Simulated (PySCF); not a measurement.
Radial density of Br⁺ (bromine, charge +1)

MN15, [Ar] 3d10 4s2 4p4, high-spin 3P determinant. Calculation: PySCF 2.14, in def2-TZVP; the non-relativistic Hamiltonian (point nucleus).

```tsv
r (bohr)	4πr²ρ (e/bohr)	4πr²(ρα − ρβ)
0.000603	0.1290	0.0000
0.00101	0.3556	0.0000
0.00170	0.9563	0.0000
0.00287	2.497	-0.0001
0.00482	6.158	-0.0002
0.00811	13.86	-0.0004
0.0136	26.69	0.0000
0.0230	39.94	0.0040
0.0386	41.40	0.0225
0.0649	35.22	0.0700
0.109	47.29	0.0953
0.184	43.48	-0.0077
0.309	28.27	0.1171
0.520	33.25	0.1503
0.874	10.84	0.1707
1.47	4.576	1.2557
2.47	1.704	0.6357
4.16	0.09766	0.0344
7.00	0.0004712	0.0002
```

Question: Where is the radial spin density 4πr²(ρα − ρβ) most negative, and why is it negative at all?

Answer: Around r = 0.184 bohr, down to -0.0077 e/bohr: exchange with the open shell polarises the paired shells in an unrestricted calculation.
